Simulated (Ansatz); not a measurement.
C10H10Cl2Ti (`[Cl][Ti]12345678([Cl])([C@H]9[C@@H]1[C@@H]2[C@@H]3[C@H]94)[C@H]1[C@@H]5[C@@H]6[C@@H]7[C@H]18`), relaxed with RKS PBE0-D4/def2-TZVP in Ansatz from a GFN2-xTB geometry. The force threshold is 0.005 eV/Å; the program also tests the step.

Charge 0, multiplicity 1.

Start:

```xyz
23

Cl    2.492   -1.022   -0.103
Ti    0.457   -0.251    0.342
Cl    0.706   -0.698    2.504
C    -0.218   -2.491    0.063
C    -0.075   -1.938   -1.230
C    -1.037   -0.924   -1.378
C    -1.783   -0.849   -0.176
C    -1.287   -1.828    0.704
C     0.784    1.636   -1.017
C     1.734    1.765    0.023
C     1.040    1.903    1.234
C    -0.347    1.868    0.954
C    -0.501    1.757   -0.443
H     0.334   -3.335    0.457
H     0.595   -2.298   -2.000
H    -1.257   -0.398   -2.298
H    -2.672   -0.255   -0.013
H    -1.703   -2.086    1.669
H     1.011    1.619   -2.076
H     2.807    1.820   -0.104
H     1.485    2.081    2.204
H    -1.138    2.052    1.671
H    -1.428    1.871   -0.987
```

Q: By how much does the energy fall, and how many steps does the optimiser take? (Estimate.)

A: Ansatz gave: 8.93 kcal/mol, in 18 steps, 2 of them rejected.

Q: Which bonds change most? (An estimate is asked.)

A: Computed: Cl1–Ti2 from 2.222 to 2.320 Å; Ti2–Cl3 from 2.222 to 2.320 Å; Ti2–C4 from 2.356 to 2.395 Å; Ti2–C12 from 2.347 to 2.380 Å.

Q: Give the relaxed structure. (An estimate is asked.)

A: Ansatz gave: 
```xyz
23

Cl    2.514   -1.086    0.265
Ti    0.367   -0.219    0.413
Cl    0.128   -0.489    2.704
C    -0.180   -2.511   -0.016
C     0.022   -1.873   -1.263
C    -0.972   -0.898   -1.418
C    -1.782   -0.912   -0.255
C    -1.306   -1.935    0.587
C     0.621    1.606   -1.054
C     1.695    1.704   -0.147
C     1.169    1.920    1.133
C    -0.239    2.001    1.020
C    -0.577    1.822   -0.328
H     0.459   -3.263    0.418
H     0.831   -2.073   -1.948
H    -1.092   -0.244   -2.267
H    -2.632   -0.277   -0.058
H    -1.694   -2.179    1.562
H     0.705    1.429   -2.115
H     2.735    1.560   -0.387
H     1.731    1.955    2.053
H    -0.930    2.128    1.838
H    -1.574    1.835   -0.739
```
